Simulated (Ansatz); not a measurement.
Reaction (atomization): `C[Si](F)(S)Br` → Br• + C• + F• + 4 H• + S• + Si•

Computed with Ansatz on PBE0-D4/def2-TZVP structures; ΔE is electronic, products minus reactants. CBS: MP2 limit from def2 TZ/QZ plus the TZ coupled-cluster correction, frozen cores. This one scheme is used for every species, atoms too. For atomizations the MP2-based limit and the directly extrapolated one differ by several kJ/mol either way, and by 10 to 25 for some Ge, Se and Sn compounds, so smaller differences from it don't rank the levels. Functionals use def2-TZVPP. Open shells (•) are unrestricted, without spin–orbit coupling. Spin–orbit coupling would lower the free atoms: a little for C, F, S, Si; clearly for Br. Bonds to Br are less sure, by a few kJ/mol each and by 10 to 20 or more in all where they break to atoms, as the def2 sets lack core-valence functions. Scalar relativity is left out up to krypton. Each species was taken in one conformer, which may not be the lowest.

| species | r2SCAN0-D4 energy (Eh) |
| --- | --- |
| `C[Si](F)(S)Br` | -3402.29926 |
| Br• | -2574.09413 |
| C• | -37.83406 |
| F• | -99.72093 |
| H• | -0.49987 |
| S• | -398.08348 |
| Si• | -289.33975 |

Work out ΔE.

ΔE = 4 × (-0.49987) + (-2574.09413) + (-37.83406) + (-99.72093) + (-398.08348) + (-289.33975) − (-3402.29926) = 1.22743 Eh = +3222.6 kJ/mol. CCSD(T)/CBS gives +3266.4 kJ/mol.

Largest T1 diagnostic among the species: 0.012.

In def2-TZVPP, CCSD(T) changes the Hartree–Fock value by +749.3 kJ/mol (the triples alone add +50.1 kJ/mol) and MP2 by +822.5 kJ/mol; breaking electron pairs costs correlation energy, which Hartree–Fock lacks. The D4 term adds +43.1 kJ/mol with B3LYP and +22.5 kJ/mol with PBE0; it sums over pairs of atoms, weighted by their polarisabilities, and B3LYP, whose exchange is more repulsive, gets the larger term. From r2SCAN to r2SCAN0 (25 % exact exchange), in def2-TZVPP and without D4, ΔE moves by −49.3 kJ/mol: exact exchange takes away binding that semilocal exchange gives to molecules.

B3LYP here is the variant with VWN-RPA as its local correlation; programs differ in this.
